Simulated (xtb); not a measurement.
HLiO, charge +1, doublet, from a rough starting geometry (GFN-xTB shapes and energies of metal compounds can be far from the true ones) (a state made from the parent by changing its charge; the spin is typed, not shown lowest); GFN2-xTB in xtb 6.7.1.

Input for xtb:
```
$ xtb mol.xyz --gfn 2 --chrg 1 --uhf 1 --opt vtight --json

# file mol.xyz
3

Li    -0.81310779    -0.74728572    -0.74642221
O      0.15086307     0.08353712     0.09243024
H      0.74766525     0.59552783     0.57365110
```

Question: What does xtb print? Leave out banner, timings and long lists.

Answer: 
```
   ID    Z sym.   atoms
    1    3 Li     1
    2    8 O      2
    3    1 H      3

           -------------------------------------------------
          |                Calculation Setup                |
           -------------------------------------------------

           -------------------------------------------------
          |                 G F N 2 - x T B                 |
           -------------------------------------------------

          ...................................................
          :                      SETUP                      :
          :.................................................:
          :  # basis functions                   9          :
          :  # atomic orbitals                   9          :
          :  # shells                            5          :
          :  # electrons                         7          :
          :  max. iterations                   250          :
          :  Hamiltonian                  GFN2-xTB          :
          :  restarted?                      false          :
          :  GBSA solvation                  false          :
          :  PC potential                    false          :
          :  electronic temp.          300.0000000     K    :
          :  accuracy                    1.0000000          :
          :  -> integral cutoff          0.2500000E+02      :
          :  -> integral neglect         0.1000000E-07      :
          :  -> SCF convergence          0.1000000E-05 Eh   :
          :  -> wf. convergence          0.1000000E-03 e    :
          :  Broyden damping             0.4000000          :
          :  net charge                          1          :
          :  unpaired electrons                  1          :
          ...................................................

 iter      E             dE          RMSdq      gap      omega  full diag
   1     -4.3405687 -0.434057E+01  0.405E+00    5.92       0.0  T
   2     -4.3466154 -0.604666E-02  0.204E+00    7.49       1.0  T
   3     -4.3475811 -0.965705E-03  0.543E-01    8.65       1.0  T
   4     -4.3475894 -0.830094E-05  0.116E-01    8.73       1.0  T
   5     -4.3475923 -0.288184E-05  0.274E-02    8.64       2.1  T
   6     -4.3475925 -0.190310E-06  0.950E-03    8.64       6.1  T
   7     -4.3475925 -0.103245E-08  0.941E-03    8.64       6.1  T
   8     -4.3475924  0.147805E-07  0.652E-03    8.64       8.9  T
   9     -4.3475925 -0.803051E-08  0.162E-04    8.64     355.6  T
  10     -4.3475925 -0.205613E-11  0.911E-05    8.64     634.0  T

   *** convergence criteria satisfied after 10 iterations ***

         :::::::::::::::::::::::::::::::::::::::::::::::::::::
         ::                     SUMMARY                     ::
         :::::::::::::::::::::::::::::::::::::::::::::::::::::
         :: total energy              -4.305529468043 Eh    ::
         :: gradient norm              0.069770305512 Eh/a0 ::
         :: HOMO-LUMO gap              8.642834419822 eV    ::
         ::.................................................::
         :: SCC energy                -4.347592453082 Eh    ::
         :: -> isotropic ES            0.144529596419 Eh    ::
         :: -> anisotropic ES         -0.006183796715 Eh    ::
         :: -> anisotropic XC         -0.000864857785 Eh    ::
         :: -> dispersion             -0.000222450137 Eh    ::
         :: repulsion energy           0.042062985038 Eh    ::
         :: add. restraining           0.000000000000 Eh    ::
         :: total charge               1.000000000000 e     ::
         :::::::::::::::::::::::::::::::::::::::::::::::::::::

      -----------------------------------------------------------
     |                   =====================                   |
     |                        A N C O P T                        |
     |                   =====================                   |
     |               Approximate Normal Coordinate               |
     |                Rational Function Optimizer                |
      -----------------------------------------------------------
      -----------------------------------------------------------
     |                   =====================                   |
     |                        A N C O P T                        |
     |                   =====================                   |
     |               Approximate Normal Coordinate               |
     |                Rational Function Optimizer                |
      -----------------------------------------------------------

          ...................................................
          :                      SETUP                      :
          :.................................................:
          :   optimization level         verytight          :
          :   max. optcycles                   200          :
          :   ANC micro-cycles                  20          :
          :   degrees of freedom                 3          :
          :.................................................:
          :   RF solver                   davidson          :
          :   write xtbopt.log                true          :
          :   linear?                        false          :
          :   energy convergence         0.1000000E-06 Eh   :
          :   grad. convergence          0.2000000E-03 Eh/α :
          :   maxmium RF displ.          1.0000000          :
          :   Hlow (freq-cutoff)         0.1000000E-01      :
          :   Hmax (freq-cutoff)         5.0000000          :
          :   S6 in model hess.         20.0000000          :
          ...................................................

generating ANC from exact Hessian ...
Using Lindh-Hessian (1995)
 Shifting diagonal of input Hessian by    0.0000000000000000
 Lowest  eigenvalues of input Hessian
    0.000000    0.000000    0.000000    0.000000    0.000000    0.000000
    0.286203    0.492670    1.684805
 Highest eigenvalues
[...]
 * total energy  :    -4.3055295 Eh     change       -0.3179679E-12 Eh
 * total energy  :    -4.3117139 Eh     change       -0.6184385E-02 Eh
 * total energy  :    -4.3148658 Eh     change       -0.3151963E-02 Eh
 * total energy  :    -4.3159939 Eh     change       -0.1128043E-02 Eh
 * total energy  :    -4.3164519 Eh     change       -0.4580672E-03 Eh
 * total energy  :    -4.3165594 Eh     change       -0.1074861E-03 Eh
 * total energy  :    -4.3165656 Eh     change       -0.6153318E-05 Eh
 * total energy  :    -4.3165661 Eh     change       -0.5658836E-06 Eh
 * total energy  :    -4.3165665 Eh     change       -0.3261573E-06 Eh
 * total energy  :    -4.3165669 Eh     change       -0.4662106E-06 Eh
 * total energy  :    -4.3165671 Eh     change       -0.1874663E-06 Eh
 * total energy  :    -4.3165671 Eh     change       -0.1748608E-07 Eh
   *** GEOMETRY OPTIMIZATION CONVERGED AFTER 12 ITERATIONS ***
[...]
 ---------------------------------

           -------------------------------------------------
          |                Final Singlepoint                |
           -------------------------------------------------

          ...................................................
          :                      SETUP                      :
          :.................................................:
          :  # basis functions                   9          :
          :  # atomic orbitals                   9          :
          :  # shells                            5          :
          :  # electrons                         7          :
          :  max. iterations                   250          :
          :  Hamiltonian                  GFN2-xTB          :
          :  restarted?                      false          :
          :  GBSA solvation                  false          :
          :  PC potential                    false          :
          :  electronic temp.          300.0000000     K    :
          :  accuracy                    1.0000000          :
          :  -> integral cutoff          0.2500000E+02      :
          :  -> integral neglect         0.1000000E-07      :
          :  -> SCF convergence          0.1000000E-05 Eh   :
          :  -> wf. convergence          0.1000000E-03 e    :
          :  Broyden damping             0.4000000          :
          :  net charge                          1          :
          :  unpaired electrons                  1          :
          ...................................................

 iter      E             dE          RMSdq      gap      omega  full diag
   1     -4.3350363 -0.433504E+01  0.208E-05    7.57       0.0  T
   2     -4.3350363 -0.123457E-12  0.168E-05    7.57    3430.0  T
   3     -4.3350363 -0.790479E-13  0.193E-05    7.57    2994.8  T

   *** convergence criteria satisfied after 3 iterations ***

         :::::::::::::::::::::::::::::::::::::::::::::::::::::
         ::                     SUMMARY                     ::
         :::::::::::::::::::::::::::::::::::::::::::::::::::::
         :: total energy              -4.316567128701 Eh    ::
         :: gradient norm              0.000009920978 Eh/a0 ::
         :: HOMO-LUMO gap              7.566141679919 eV    ::
         ::.................................................::
         :: SCC energy                -4.335036295320 Eh    ::
         :: -> isotropic ES            0.146133616690 Eh    ::
         :: -> anisotropic ES         -0.007045360775 Eh    ::
         :: -> anisotropic XC         -0.000740016748 Eh    ::
         :: -> dispersion             -0.000226852615 Eh    ::
         :: repulsion energy           0.018469166619 Eh    ::
         :: add. restraining           0.000000000000 Eh    ::
         :: total charge               1.000000000000 e     ::
         :::::::::::::::::::::::::::::::::::::::::::::::::::::

           -------------------------------------------------
          |                Property Printout                |
           -------------------------------------------------

    * Orbital Energies and Occupations

         #    Occupation            Energy/Eh            Energy/eV
      -------------------------------------------------------------
         1        2.0000           -0.9475278             -25.7835
         2        2.0000           -0.8358200             -22.7438
         3        1.5000           -0.7540971             -20.5200
         4        1.5000           -0.7540970             -20.5200 (HOMO)
         5                         -0.4760465             -12.9539 (LUMO)
         6                         -0.2810857              -7.6487
         7                         -0.2810857              -7.6487
         8                         -0.2332565              -6.3472
         9                          0.0862015               2.3457
      -------------------------------------------------------------
                  HL-Gap            0.2780506 Eh            7.5661 eV
             Fermi-level           -0.6845844 Eh          -18.6285 eV

     #   Z          covCN         q      C6AA      α(0)
     1   3 Li       0.661     0.840    50.466    24.418
     2   8 O        1.464    -0.281    18.838     5.850
     3   1 H        0.804     0.441     0.416     1.013

 Mol. C6AA /au·bohr⁶  :        120.245382
 Mol. C8AA /au·bohr⁸  :       5987.167399
 Mol. α(0) /au        :         31.281089

Wiberg/Mayer (AO) data.
largest (>0.10) Wiberg bond orders for each atom

 ---------------------------------------------------------------------------
     #   Z sym  total        # sym  WBO       # sym  WBO       # sym  WBO
 ---------------------------------------------------------------------------
     1   3 Li   0.291 --     2 O    0.287
     2   8 O    1.088 --     3 H    0.801     1 Li   0.287
     3   1 H    0.806 --     2 O    0.801
 ---------------------------------------------------------------------------

Topologies differ in total number of bonds
Writing topology from bond orders to xtbtopo.mol

molecular dipole:
                 x           y           z       tot (Debye)
 q only:       -0.912      -0.874      -0.871
   full:       -0.979      -0.932      -0.927       4.165
molecular quadrupole (traceless):
                xx          xy          yy          xz          yz          zz
 q only:        0.838       4.869      -0.371       4.813       4.258      -0.468
  q+dip:        1.048       5.933      -0.464       5.863       5.170      -0.585
   full:        0.998       5.693      -0.442       5.626       4.966      -0.557

optimized geometry written to: xtbopt.xyz

           -------------------------------------------------
          | TOTAL ENERGY               -4.316567128701 Eh   |
          | GRADIENT NORM               0.000009920978 Eh/α |
          | HOMO-LUMO GAP               7.566141679919 eV   |
           -------------------------------------------------
```
